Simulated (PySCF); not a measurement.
sulfur difluoride (F2S), singlet, geometry from GFN2-xTB. Base run: PySCF with SVWN5/6-31G.

Geometry (Å):
```xyz
3

F     -1.2226    -0.5164    -0.0030
S     -0.0043     0.5705    -0.0066
F      1.2302    -0.4978     0.0147
```
All else is at PySCF's defaults.
Base energy -595.06795 Eh.

Each row names what was changed in the base input (with any setting that the change needs).

```
change                               ΔE vs base (µEh)  grid points  electrons on the grid
-----------------------------------  ----------------  -----------  ---------------------
base                                              0.0        47408               34.00001
grids.level = 4                                   6.9        86368               34.00000
grids.atom_grid = (99, 590)                       6.9        93728               34.00000
grids.atom_grid = (30, 110)                       603         7344               33.99758
grids.radi_method = mura_knowles                  0.2        45248               34.00001
grids.radi_method = delley                        0.5        50336               34.00001
grids.radi_method = gauss_chebyshev               0.0        46720               34.00001
small_rho_cutoff = 0                              0.0        47408               34.00001
grids.atom_grid = (50, 194)                      89.7        19528               33.99973
grids.level = 1                                  86.5        16920               33.99972
grids.level = 7                                   7.2       263344               34.00000
```
